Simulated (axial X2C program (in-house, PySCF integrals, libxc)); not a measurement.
Potential curves of InN⁺, scalar-relativistic

All values were computed with an in-house all-electron X2C program for linear molecules (integrals from PySCF). Spin-free means the one-electron spin-free X2C Hamiltonian. Basis: In dyall-v3z [11s12p9d1f], N dyall-v3z [6s6p2d1f] (cores contracted in-house); Gaussian nuclei, density fitting, unrestricted open shells. Masses: In 114.904 u, N 14.003 u.

State: M_S = 3/2, Λ = 0 (beyond evenly filled blocks: σα, π+α, π-α). Energies in eV from the fragments at the same level (In+ + N). Fits are polynomials in 1 − R0/R over 0.85 to 1.23 times the lowest point R0.

| R (Å) | r2SCAN0 | MP2 | PBE0 |
| --- | --- | --- | --- |
| 2.4882 | -0.0630 | 0.0711 | -0.0690 |
| 2.6026 | -0.0952 | 0.0070 | -0.0991 |
| 2.6884 | -0.1078 | -0.0245 | -0.1110 |
| 2.7742 | -0.1136 | -0.0457 | -0.1165 |
| 2.8600 | -0.1145 | -0.0592 | -0.1174 |
| 2.9601 | -0.1114 | -0.0680 | -0.1144 |
| 3.0602 | -0.1053 | -0.0715 | -0.1087 |
| 3.1889 | -0.0952 | -0.0711 | -0.0990 |
| 3.3462 | -0.0815 | -0.0662 | -0.0859 |
| 3.5750 | -0.0626 | -0.0558 | -0.0675 |

Correlated methods: 17 electrons correlated (number of frozen shells: In 4 s, 3 p, 1 d; N 1 s), 169 virtual spin orbitals or spinors in MP2.

The state is one determinant whose occupation by symmetry is held fixed; it was picked as the lowest of a PBE0 search that is not exhaustive. De is counted from the lowest determinant-based energies of the atoms at the same level, without counterpoise correction. MP2 and coupled cluster on one determinant become unreliable at the stretched end.

**Question.** What are Re, ωe and De at the r2SCAN0 level?

**Answer.** At r2SCAN0, spin-free: Re = 2.836 Å, ωe ≈ 106 cm⁻¹, De = 0.11 eV to In+ + N; Be follows as 0.168 cm⁻¹.

**Question.** Fit the MP2 curve near its minimum: give the equilibrium distance, the harmonic wavenumber and the well depth.

**Answer.** At MP2, spin-free: Re = 3.108 Å, ωe ≈ 78.4 cm⁻¹, De = 0.07 eV to In+ + N; Be follows as 0.14 cm⁻¹.

**Question.** What are Re, ωe and De at the PBE0 level?

**Answer.** At PBE0, spin-free: Re = 2.837 Å, ωe ≈ 102 cm⁻¹, De = 0.12 eV to In+ + N; Be follows as 0.168 cm⁻¹.
